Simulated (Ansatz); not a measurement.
`O=CNC(F)[SiH3]`, relaxed with RKS PBE-D4/def2-SVP in the Gaussian-basis code of Ansatz from a rough embedded geometry. The force threshold is 0.03 eV/Å; the program also tests the step.

Charge 0, multiplicity 1.

Start:

```xyz
12

O    -1.733    0.594   -1.559
C    -1.645    0.972   -0.369
N    -0.866    0.428    0.653
C    -0.045   -0.729    0.335
F     0.123   -1.292    1.638
Si    1.616   -0.378   -0.321
H    -2.211    1.853   -0.055
H    -0.871    0.824    1.513
H    -0.641   -1.491   -0.234
H     1.503    0.255   -1.673
H     2.341    0.570    0.554
H     2.428   -1.605   -0.483
```

| step | energy (eV) | largest force (eV/Å) | largest move (Å) |
| --- | --- | --- | --- |
| 1 | -16280.4915 | 5.599 | 0.000 |
| 2 | -16280.9406 | 1.455 | 0.076 |
| 3 | -16280.9495 | 1.161 | 0.130 |
| 4 | -16281.0495 | 0.574 | 0.200 |
| 5 | -16281.0786 | 0.250 | 0.053 |
| 6 | -16281.1003 | 0.147 | 0.155 |
| 7 | -16281.1296 | 0.459 | 0.194 |
| 8 | -16281.1602 | 0.130 | 0.200 |
| 9 | -16281.1739 | 0.155 | 0.111 |
| 10 | -16281.1817 | 0.123 | 0.082 |
| 11 | -16281.1841 | 0.589 | 0.195 |
| 12 | -16281.1865 | 0.261 | 0.029 |
| 13 | -16281.1903 | 0.022 | 0.026 |

End:

```xyz
12

O    -2.593    0.078   -0.930
C    -1.989    0.838   -0.196
N    -0.729    0.600    0.326
C    -0.040   -0.638    0.144
F    -0.149   -1.450    1.291
Si    1.838   -0.405   -0.203
H    -2.384    1.844    0.119
H    -0.343    1.292    0.974
H    -0.562   -1.158   -0.690
H     2.028    0.324   -1.503
H     2.406    0.416    0.923
H     2.515   -1.742   -0.254
```

Hardware: 4 threads of an Arm Neoverse V2 on a shared host. Wall time 19 s, peak host memory 0.19 GiB.
